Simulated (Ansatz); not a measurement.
Cl₃OSi, SMILES Cl[Si]([O])(Cl)Cl, multiplicity 2.

Geometry optimised at ωB97X-D3(BJ)/def2-SVP. The isomer is the one that the SMILES or the coordinates give; other isomers of the formula were not compared.

Two levels are set side by side: PBE/def2-SVPD (Ansatz, a quantum-chemistry and plane-wave program) and CAM-B3LYP/def2-SVPD (Ansatz). Energy differences of separate SCF runs at the same geometry; the states with an electron removed or added have multiplicity 3 and 1. Differences are taken from unrounded values.

| quantity | PBE |
|---|---|
| vertical ionisation energy (eV) | 10.88 |
| vertical electron affinity (eV) | 3.91 |

These are the PBE values. What does CAM-B3LYP give? (The exact figures need the calculation; the answer reports its results.)


```tsv
quantity	CAM-B3LYP	PBE minus CAM-B3LYP
vertical ionisation energy (eV)	12.02	-1.13
vertical electron affinity (eV)	3.90	0.02
```
